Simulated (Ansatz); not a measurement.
CH₂BFO, SMILES `FB1CO1`, 6 atoms. Charge 0, multiplicity 1. All runs use 2 threads of an Intel Xeon Platinum 8488C on a shared host. Correlated methods freeze the cores. Open-shell runs search over several starts.

**Question.** How many basis functions does each run have, and how long does it take in Ansatz? RKS PBE0-D4/def2-QZVPP energy; UKS B3LYP-D4/def2-TZVPP energy of the cation; RHF-CCSD(T)/def2-TZVPP energy; RKS ωB97M-V/def2-QZVPP energy; direct RPA on PBE orbitals/def2-TZVPP energy; UKS PBE-D4/def2-TZVPP energy of the cation; RKS PBE0-D4/def2-TZVP frequencies; RKS BLYP-D4/def2-TZVPP energy; RKS ωB97X-V/def2-TZVPP energy; RKS ωB97M-V/def2-SVP energy; RHF-CCSD(T)/def2-SVP energy; UKS ωB97M-V/def2-TZVPP energy of the cation. (Best estimate.)

**Answer.** Computed: Other jobs shared the machine, so times are rough.

| level | job | functions | wall time | peak host memory (GiB) |
| --- | --- | --- | --- | --- |
| RHF-CCSD(T)/def2-SVP | energy | 66 | 0.8 s | 0.31 |
| RKS BLYP-D4/def2-TZVPP | energy | 152 | 1 s | 0.15 |
| RKS ωB97M-V/def2-SVP | energy | 66 | 1.4 s | 0.31 |
| UKS B3LYP-D4/def2-TZVPP | energy of the cation | 152 | 2.8 s | 0.32 |
| RKS PBE0-D4/def2-QZVPP | energy | 288 | 2.8 s | 0.63 |
| direct RPA on PBE orbitals/def2-TZVPP | energy | 152 | 2.9 s | 0.31 |
| RKS ωB97X-V/def2-TZVPP | energy | 152 | 3 s | 0.31 |
| UKS PBE-D4/def2-TZVPP | energy of the cation | 152 | 3.5 s | 0.31 |
| RKS ωB97M-V/def2-QZVPP | energy | 288 | 6.5 s | 0.77 |
| RHF-CCSD(T)/def2-TZVPP | energy | 152 | 7.5 s | 0.83 |
| UKS ωB97M-V/def2-TZVPP | energy of the cation | 152 | 14 s | 0.57 |
| RKS PBE0-D4/def2-TZVP | frequencies | 136 | 24 s | 0.31 |

B3LYP here is the variant with VWN-RPA as its local correlation; programs differ in this.
